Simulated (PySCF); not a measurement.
Geometries of 3 isomers of C4H8Si, from PySCF 2.14.0, PBE0-D3(BJ)/def2-SVP geometry optimisation, gas phase. One conformer each, no zero-point energy, no frequencies.

Question: Which is lowest in electronic energy at this level?
A.
```xyz
13
angstrom
C      2.100    0.845    1.021
C      1.968    0.077   -0.067
Si     0.344   -0.373   -0.856
C     -1.204   -0.433    0.176
C     -1.098    0.799   -0.739
H      3.081    1.084    1.446
H      1.236    1.274    1.541
H      2.881   -0.317   -0.532
H      0.457   -1.264   -2.038
H     -1.117   -0.256    1.255
H     -1.988   -1.160   -0.066
H     -1.817    0.868   -1.563
H     -0.931    1.764   -0.247
```
B.
```xyz
13
angstrom
C      2.760    0.696   -0.231
C      1.482    0.101    0.128
C      0.422   -0.404    0.435
C     -0.875   -0.959    0.777
Si    -2.278    0.227    0.297
H      3.210    1.217    0.629
H      2.646    1.431   -1.043
H      3.477   -0.068   -0.570
H     -1.040   -1.922    0.263
H     -0.944   -1.166    1.860
H     -3.595   -0.369    0.682
H     -2.104    1.528    1.008
H     -2.261    0.462   -1.177
```
C.
```xyz
13
angstrom
C     -0.810   -1.130    0.076
C      0.518   -1.278    0.185
C      1.412   -0.067    0.098
Si     0.161    1.347   -0.146
C     -1.391    0.246   -0.129
H     -1.477   -1.998    0.136
H      0.961   -2.269    0.335
H      2.022    0.053    1.010
H      2.128   -0.152   -0.738
H      0.182    2.349    0.964
H      0.349    2.081   -1.436
H     -1.968    0.306   -1.068
H     -2.095    0.513    0.678
```

Answer: C. That is `C1=CC[SiH2]C1`, 32.2 kcal/mol below the next.

```
       SMILES                atoms numbered as above      E (Eh)  relative (kcal/mol)  relative (kJ/mol)  dipole (D)
C1=CC[SiH2]C1  [CH:1]1=[CH:2][CH2:3][SiH2:4][CH2:5]1  -446.20753                  0.0                0.0        0.35
 C=C[SiH]1CC1  [CH2:1]=[CH:2][SiH:3]1[CH2:4][CH2:5]1  -446.15618                 32.2              134.8        0.57
  CC#CC[SiH3]      [CH3:1][C:2]#[C:3][CH2:4][SiH3:5]  -446.15117                 35.4              148.0        0.53
```

As drawn, the lowest has a C=C bond outside aromatic rings, which the highest lacks; the highest has a C≡C bond, which the lowest lacks.
